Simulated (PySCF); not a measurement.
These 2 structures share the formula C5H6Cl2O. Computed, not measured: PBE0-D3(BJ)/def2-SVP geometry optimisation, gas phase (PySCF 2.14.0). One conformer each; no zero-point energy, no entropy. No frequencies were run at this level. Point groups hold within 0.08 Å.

Task: Order them by energy at this level, lowest first, and give relative energies in kcal/mol.
A. `[CH2:1]=[CH:2][O:3][C:4](=[CH2:5])[CH:6]([Cl:7])[Cl:8]` with C1–C2–O3–C4 150°, C2–O3–C4–C5 -26°, O3–C4–C6–Cl7 165°
B. `[CH2:1]=[C:2]([Cl:3])/[C:4]([Cl:5])=[CH:6]/[O:7][CH3:8]` with C1–C2–C4–Cl5 0°, C4–C6–O7–C8 180°

Result: B (0.0), A (4.9).

| SMILES | E (Eh) | E rel (kcal/mol) | dipole (D) | point group | A, B, C (MHz) |
| --- | --- | --- | --- | --- | --- |
| C=C(Cl)/C(Cl)=C/OC | -1188.62181 | 0.0 | 2.49 | Cs | 1724, 1027, 646.5 |
| C=COC(=C)C(Cl)Cl | -1188.61399 | 4.9 | 1.71 | C1 | 2472, 830.7, 675.3 |

Task: As an exercise, what shares would exp(−E/RT) give at 2000 K from these electronic energies alone (no entropy, no degeneracies)?

Result: RT = 3.974 kcal/mol: C=C(Cl)/C(Cl)=C/OC 77.5 %, C=COC(=C)C(Cl)Cl 22.5 %.
